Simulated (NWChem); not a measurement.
System: Si2H4OClF; SMILES F[SiH2][Si@H](Cl)O

Excerpt of the output:

```
             Northwest Computational Chemistry Package (NWChem) 7.3.0
             --------------------------------------------------------

                             Geometry "geometry" -> ""
                             -------------------------

 Output coordinates in angstroms (scale by  1.889725989 to convert to a.u.)

  No.       Tag          Charge          X              Y              Z
 ---- ---------------- ---------- -------------- -------------- --------------
    1 O                    8.0000     2.03414300     0.60250400    -0.05856400
    2 Si                  14.0000     0.40926100     0.49205300     0.32685100
    3 Cl                  17.0000    -0.73974500     1.88915800    -0.74006800
    4 Si                  14.0000    -0.38614400    -1.55575500    -0.48587500
    5 F                    9.0000     0.31553000    -2.82214900     0.29679900
    6 H                    1.0000     2.51016100     1.36501300     0.31724700
    7 H                    1.0000     0.17315900     0.78083300     1.78427100
    8 H                    1.0000    -1.87078600    -1.62834500    -0.26606900
    9 H                    1.0000    -0.07898300    -1.65926700    -1.95249600

 Effective nuclear repulsion energy (a.u.)     356.0409004109

                                 NWChem DFT Module
                                 -----------------

 Summary of "ao basis" -> "ao basis" (spherical)
 ------------------------------------------------------------------------------
       Tag                 Description            Shells   Functions and Types
 ---------------- ------------------------------  ------  ---------------------
 O                           6-31g*                  6       14   3s2p1d
 Si                          6-31g*                  8       18   4s3p1d
 Cl                          6-31g*                  8       18   4s3p1d
 F                           6-31g*                  6       14   3s2p1d
 H                           6-31g*                  2        2   2s

 in cosmo_initialize ...
 calling solv_data for solv:etoac

 solvent parameters
 solvname_short: etoac
 solvname_long:  ethyl acetate
 dielec:        5.9867
 dielecinf:     1.8832
 nonaqueous SMD model solvent descriptors
 dielec:        5.9867
 sola:          0.0000
 solb:          0.4500
 solc:          0.0000
 solg:         33.6700
 solh:          0.0000
 soln:          1.3723

[...]

                                COSMO-SMD solvation results
                                ---------------------------

             internal energy in gas <Psi(g)|H|Psi(g)> =     -1216.597266668516
         internal energy in solvent <Psi(s)|H|Psi(s)> =     -1216.596737322490
                               delta internal energy  =         0.000529346026 (    0.33 kcal/mol)
   total free energy in solvent <Psi(s)|H+V/2|Psi(s)> =     -1216.603879821511
 polarization energy contribution <Psi(s)|V/2|Psi(s)> =        -0.007142499021 (   -4.48 kcal/mol)
    total free energy in solvent including G(SMD-CDS) =     -1216.606000751967
                       G(SMD-CDS) energy contribution =        -0.002120930456 (   -1.33 kcal/mol)
     1 M fixed-concentration free energy of solvation =        -0.008734083451 (   -5.48 kcal/mol)

                       DFT Final Molecular Orbital Analysis
                       ------------------------------------

 Vector   31  Occ=2.000000D+00  E=-3.968650D-01
              MO Center=  3.8D-01,  8.4D-01, -9.5D-02, r^2= 4.2D+00
   Bfn.  Coefficient  Atom+Function         Bfn.  Coefficient  Atom+Function
  ----- ------------  ---------------      ----- ------------  ---------------
    41      0.392672  3 Cl pz                 5      0.326738  1 O  pz
     9      0.252888  1 O  pz                39      0.219879  3 Cl px
    45      0.217072  3 Cl pz                86     -0.208546  7 H  s
     4     -0.204277  1 O  py                 8     -0.161961  1 O  py
    37     -0.151920  3 Cl pz                24     -0.144698  2 Si s

 Vector   32  Occ=2.000000D+00  E=-3.894003D-01
              MO Center= -4.1D-01,  1.5D+00, -6.1D-01, r^2= 2.9D+00
   Bfn.  Coefficient  Atom+Function         Bfn.  Coefficient  Atom+Function
  ----- ------------  ---------------      ----- ------------  ---------------
    39      0.526327  3 Cl px                41     -0.368851  3 Cl pz
    43      0.295397  3 Cl px                35     -0.203533  3 Cl px
    45     -0.202727  3 Cl pz                 3      0.155253  1 O  px
    37      0.142736  3 Cl pz                40      0.140017  3 Cl py
     4     -0.131943  1 O  py                 7      0.118860  1 O  px

 Vector   33  Occ=2.000000D+00  E=-3.416511D-01
              MO Center= -1.4D-01, -5.9D-02, -1.1D-01, r^2= 4.1D+00
   Bfn.  Coefficient  Atom+Function         Bfn.  Coefficient  Atom+Function
  ----- ------------  ---------------      ----- ------------  ---------------
    40     -0.316746  3 Cl py                22      0.306363  2 Si py
    58     -0.271740  4 Si py                86      0.210063  7 H  s
    44     -0.199144  3 Cl py                23      0.184671  2 Si pz
    59     -0.178997  4 Si pz                57     -0.167278  4 Si px
    41     -0.165460  3 Cl pz                20     -0.144571  2 Si s

 Vector   34  Occ=0.000000D+00  E= 1.007290D-02
              MO Center= -7.2D-02, -7.9D-01, -1.1D-01, r^2= 5.0D+00
   Bfn.  Coefficient  Atom+Function         Bfn.  Coefficient  Atom+Function
  ----- ------------  ---------------      ----- ------------  ---------------
    62      0.656003  4 Si py                26      0.548730  2 Si py
    42     -0.345279  3 Cl s                 74      0.346378  5 F  s
    60      0.319580  4 Si s                 63     -0.270517  4 Si pz
    25     -0.240989  2 Si px                24     -0.229881  2 Si s
    44      0.216761  3 Cl py                90     -0.205062  9 H  s

[...]
```

Level: M06-2X/6-31G* (spherical d), SMD on the gas-phase geometry. Geometry: optimised at PBE-D3(BJ)/def2-SVP. Solvent: ethyl acetate.

Problem. Reconstruct the input file.

Solution. One answer among several that fit: the input that was run:
```
start job
memory heap 200 mb stack 900 mb global 1100 mb
geometry units angstroms noautosym nocenter noautoz
  O      2.034143     0.602504    -0.058564
  Si     0.409261     0.492053     0.326851
  Cl    -0.739745     1.889158    -0.740068
  Si    -0.386144    -1.555755    -0.485875
  F      0.315530    -2.822149     0.296799
  H      2.510161     1.365013     0.317247
  H      0.173159     0.780833     1.784271
  H     -1.870786    -1.628345    -0.266069
  H     -0.078983    -1.659267    -1.952496
end
basis spherical
  O library 6-31g*
  Si library 6-31g*
  Cl library 6-31g*
  F library 6-31g*
  H library 6-31g*
end
dft
  xc m06-2x
  iterations 150
end
cosmo
  do_cosmo_smd true
  solvent etoac
end
task dft energy
```
